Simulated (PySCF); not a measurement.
O4Pt, SMILES [O]=[Pt+2](=[O])(=[O])=[O], charge +2, multiplicity 1.

The structure is a stationary point at B3LYP-D3(BJ)/def2-SVP. The spin state was assumed, not searched. The def2 effective core potentials stand for the cores of Pt; spin–orbit coupling is left out.

Calculation: PBE/def2-TZVP (PySCF).

Q: Estimate the frontier levels, gap, dipole moment and polarisability. (Estimate from the structure and the level; the computed values follow.)

A: 
* **highest occupied level**: -23.44 eV
* **lowest empty level**: -21.28 eV
* **orbital gap**: 2.16 eV
* **dipole moment about the centre of nuclear charge**: 0.00 D
* **mean static polarisability**: 42.1 bohr³ (6.24 Å³)
* **polarisability, principal values**: 42.1, 42.1, 42.1 bohr³
